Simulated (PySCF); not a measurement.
Calculation: B3LYP-D3(BJ)/def2-TZVP // r2SCAN-D4/def2-SVP in PySCF. All species are isolated molecules in the gas phase. B3LYP has the VWN-RPA correlation part, as in Gaussian. 

Reference species: [Zr(Cl)(F)3] (neutral, multiplicity 1).

```
Item                                     Result
-------------------------------------  --------
HOMO                                   -9.73 eV
coordination number                           4
charge on the central atom (Mulliken)    1.70 e
```

Changed species: [Zr(F)4] (4 of 4 Cl replaced by F; the reference has 3 of 4 Cl replaced by F).

Q: What does the change do to the HOMO, coordination number and charge on the central atom (Mulliken)?

A: the HOMO falls by 2.18 eV, to -11.91 eV; the coordination number hardly moves; the charge on the central atom (Mulliken) increases by 0.12 e, to 1.82 e.
